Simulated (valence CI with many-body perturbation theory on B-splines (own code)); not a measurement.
# Energy levels of Co⁵⁺

Level of theory: configuration interaction combined with many-body perturbation theory (CI+MBPT): four valence electrons over a frozen Dirac-Fock core [Ar], a basis of 9 s, 9 p, 10 d, 8 f, 5 g, 3 h, 1 i functions for each j, with the one-electron correlation potential Σ1, the two-electron term Σ2, the three-electron term Σ3, Breit, model QED; selected CI, second order for the rest, scaled by the run's own slope (own B-spline code, finite nucleus).

Against 58 measured levels this calculation errs by 1734 cm⁻¹ on average and by 4406 at most. These come from a selection out of Sugar and Corliss, J. Phys. Chem. Ref. Data 10, 1097 (1981). Levels without a partner in it may be off by more, other configurations by 1,000 to 8,000 cm⁻¹. Only levels of the ground parity were solved; by the run's estimate the other parity begins above the list, which can be wrong where configurations are misplaced.

Levels 1 to 45 of 64, with energies above the lowest level, 3d⁴ ⁵D_0. "Leading %" is the weight of the configuration and term that name the level; weights of strongly mixed levels are sums over their largest components and can fall short. Lifetimes count E1, E2, E3, M1 and M2 decay at the calculated energies, and are blank where another channel may lead or the interval is too uncertain; long ones can be off by a factor of two.

| No. | Configuration | Term | J | E (cm⁻¹) | Leading % | Second component | Lifetime | g |
| --- | --- | --- | --- | --- | --- | --- | --- | --- |
| 1 | 3d⁴ | ⁵D | 0 | 0.0 | 99 |  |  |  |
| 2 | 3d⁴ | ⁵D | 1 | 203 | 99 |  | 2220 s | 1.500 |
| 3 | 3d⁴ | ⁵D | 2 | 584 | 100 |  | 317 s | 1.500 |
| 4 | 3d⁴ | ⁵D | 3 | 1115 | 100 |  | 145 s | 1.500 |
| 5 | 3d⁴ | ⁵D | 4 | 1766 | 99 |  | 134 s | 1.500 |
| 6 | 3d⁴ | ³H | 4 | 27269 | 97 |  | 72.9 s | 0.807 |
| 7 | 3d⁴ | ³P | 0 | 27501 | 98 |  | 301 ms |  |
| 8 | 3d⁴ | ³H | 5 | 27684 | 98 |  | 516 s | 1.036 |
| 9 | 3d⁴ | ³H | 6 | 28102 | 99 |  | 613 s | 1.166 |
| 10 | 3d⁴ | ³P | 1 | 28773 | 99 |  | 354 ms | 1.498 |
| 11 | 3d⁴ | ³F | 2 | 30354 | 99 |  | 1.23 s | 0.667 |
| 12 | 3d⁴ | ³F | 3 | 30401 | 91 | 8 % 3d⁴ ³G | 631 ms | 1.055 |
| 13 | 3d⁴ | ³F | 4 | 30566 | 90 | 7 % 3d⁴ ³G | 461 ms | 1.229 |
| 14 | 3d⁴ | ³P | 2 | 30797 | 99 |  | 551 ms | 1.498 |
| 15 | 3d⁴ | ³G | 3 | 33406 | 91 | 8 % 3d⁴ ³F |  | 0.777 |
| 16 | 3d⁴ | ³G | 4 | 33844 | 90 | 7 % 3d⁴ ³F |  | 1.060 |
| 17 | 3d⁴ | ³G | 5 | 34192 | 98 |  |  | 1.197 |
| 18 | 3d⁴ | ¹I | 6 | 41116 | 99 |  | 1.66 s | 1.000 |
| 19 | 3d⁴ | ¹G | 4 | 41443 | 97 |  | 467 ms | 1.002 |
| 20 | 3d⁴ | ³D | 3 | 41700 | 99 |  | 682 ms | 1.333 |
| 21 | 3d⁴ | ³D | 2 | 41883 | 98 |  | 790 ms | 1.167 |
| 22 | 3d⁴ | ³D | 1 | 42116 | 99 |  | 634 ms | 0.501 |
| 23 | 3d⁴ | ¹S | 0 | 45969 | 98 |  | 291 ms |  |
| 24 | 3d⁴ | ¹D | 2 | 52668 | 98 |  | 363 ms | 1.001 |
| 25 | 3d⁴ | ¹F | 3 | 59601 | 98 |  |  | 1.001 |
| 26 | 3d⁴ | ³P | 2 | 70432 | 99 |  | 196 ms | 1.499 |
| 27 | 3d⁴ | ³F | 4 | 70738 | 99 |  |  | 1.249 |
| 28 | 3d⁴ | ³F | 2 | 70854 | 99 |  | 104 ms | 0.667 |
| 29 | 3d⁴ | ³F | 3 | 70926 | 98 |  |  | 1.082 |
| 30 | 3d⁴ | ³P | 1 | 71865 | 99 |  |  | 1.500 |
| 31 | 3d⁴ | ³P | 0 | 72555 | 99 |  |  |  |
| 32 | 3d⁴ | ¹G | 4 | 80516 | 99 |  |  | 1.000 |
| 33 | 3d⁴ | ¹D | 2 | 106800 | 99 |  | 22.3 ms | 0.999 |
| 34 | 3d⁴ | ¹S | 0 | 138670 | 99 |  | 15.8 ms |  |
| 35 | 3d³4s | ⁵F | 1 | 269840 | 99 |  | 16.5 μs | -0.002 |
| 36 | 3d³4s | ⁵F | 2 | 270240 | 99 |  | 16.4 μs | 0.999 |
| 37 | 3d³4s | ⁵F | 3 | 270830 | 99 |  | 16.3 μs | 1.250 |
| 38 | 3d³4s | ⁵F | 4 | 271590 | 99 |  | 16.3 μs | 1.350 |
| 39 | 3d³4s | ⁵F | 5 | 272510 | 99 |  | 16.2 μs | 1.400 |
| 40 | 3d³4s | ³F | 2 | 279090 | 98 |  | 8.07 μs | 0.667 |
| 41 | 3d³4s | ³F | 3 | 280100 | 98 |  | 8.06 μs | 1.083 |
| 42 | 3d³4s | ³F | 4 | 281320 | 98 |  | 8.04 μs | 1.249 |
| 43 | 3d³4s | ⁵P | 1 | 290980 | 98 |  | 11.6 μs | 2.492 |
| 44 | 3d³4s | ⁵P | 2 | 291290 | 97 |  | 11.6 μs | 1.827 |
| 45 | 3d³4s | ⁵P | 3 | 292090 | 99 |  | 11.5 μs | 1.667 |

The ionisation energy to 3d³ ⁴F3/2 of the next ion comes out as 101.89 eV (NIST: 102 ± 0.2 eV (semi-empirical)). All 64 levels together are meant to be complete up to 316920 cm⁻¹.
